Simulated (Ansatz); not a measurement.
Geometry optimisation, Ansatz, RKS PBE/def2-SVP.

The input (input.yaml):

```yaml
crystal:
  periodic: [false, false, false]
  atoms:
    - { symbol: B, position_ang: [0.0, 0.0, 0.0] }
    - { symbol: "N", position_ang: [0.0, 0.0, 1.9] }
    - { symbol: H, position_ang: [-0.877, -0.2713, 2.43] }
    - { symbol: H, position_ang: [0.877, 0.2713, 2.43] }
    - { symbol: F, position_ang: [1.1431, 0.0, -0.66] }
    - { symbol: F, position_ang: [-1.1431, 0.0, -0.66] }
    - { symbol: Br, position_ang: [-0.2927, 2.2013, 0.7379] }
    - { symbol: H, position_ang: [-0.1505, 1.1322, 1.8085] }
basis:
  gaussian: { orbitals: def2-SVP }
hamiltonian:
  xc: pbe
relax:
  f_tol: 0.15
  max_steps: 25
  restrain:
    - { distance: [0, 6], at: 3.24, k: 30.0 }
    - { distance: [7, 1], at: 2.26, k: 30.0 }
    - { distance: [0, 1], at: 1.55, k: 30.0 }
    - { distance: [7, 6], at: 1.55, k: 30.0 }
output:
  orbitals: {}
```

Launched with:

```bash
$ ansatz run input.yaml --threads 2 --pin off --max-ram 3072MiB --backend cpu --events-out ev --progress --plain --runs-dir out
```

Problem. Where does it end, and by what steps?

Solution. The run converged. The restraints hold the end off the free minimum; the threshold counts their pulls, which the force column leaves out. Restrained pairs: B1–Br7 (2.34 → 3.25 Å), N2–H8 (1.15 → 2.25 Å), B1–N2 (1.90 → 1.48 Å), Br7–H8 (1.52 → 1.51 Å). After 8 steps the energy has fallen by 2.844 eV (the restraints' own energy left out); Br7 moved furthest, 0.89 Å.

```json
{"step": "0", "energy less start (eV)": "0.0000", "largest force component (eV/Å)": "5.403", "accepted": "yes"}
{"step": "1", "energy less start (eV)": "-0.5376", "largest force component (eV/Å)": "2.413", "accepted": "yes"}
{"step": "2", "energy less start (eV)": "-0.9014", "largest force component (eV/Å)": "2.410", "accepted": "yes"}
{"step": "3", "energy less start (eV)": "-1.5175", "largest force component (eV/Å)": "2.384", "accepted": "yes"}
{"step": "4", "energy less start (eV)": "-2.3686", "largest force component (eV/Å)": "2.070", "accepted": "yes"}
{"step": "5", "energy less start (eV)": "-2.7332", "largest force component (eV/Å)": "2.269", "accepted": "yes"}
{"step": "6", "energy less start (eV)": "-2.8348", "largest force component (eV/Å)": "1.974", "accepted": "yes"}
{"step": "7", "energy less start (eV)": "-2.8457", "largest force component (eV/Å)": "2.265", "accepted": "yes"}
{"step": "8", "energy less start (eV)": "-2.8435", "largest force component (eV/Å)": "2.012", "accepted": "yes"}
```

```xyz
8
Properties=species:S:1:pos:R:3
B 0.012 -0.127 0.281
N 0.036 -0.318 1.752
H -0.788 -0.658 2.250
H 0.920 -0.424 2.252
F 1.146 0.087 -0.383
F -1.138 -0.213 -0.385
Br -0.385 3.077 0.636
H -0.248 1.909 1.584
```

Run time: 21 s on 2 threads of Arm Neoverse V1, with other jobs on the host, peak memory 0.15 GiB.
